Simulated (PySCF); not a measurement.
disilanyl(fluoro)silane (FH₇Si₃), SMILES F[SiH2][SiH2][SiH3].

Geometry optimised at B3LYP-D3(BJ)/def2-SVP. Other conformers were not sampled.

All values below come from PySCF with PBE/def2-TZVP.

The molecule is in vacuum.

Problem. Estimate the frontier levels, gap, dipole moment and polarisability. (The exact figures need the calculation; the answer reports its results.)

Solution. 
The highest occupied level is -6.92 eV. The lowest empty level comes out as -1.76 eV. The orbital gap comes out as 5.16 eV. The dipole moment is 1.24 D. The quadrupole, principal values (traceless, Buckingham form, about the centre of nuclear charge) is -3.86, 1.27, 2.59 D·Å. The mean static polarisability comes out as 90.2 bohr³ (13.37 Å³) and the polarisability, principal values is 75.7, 83.9, 111.1 bohr³.
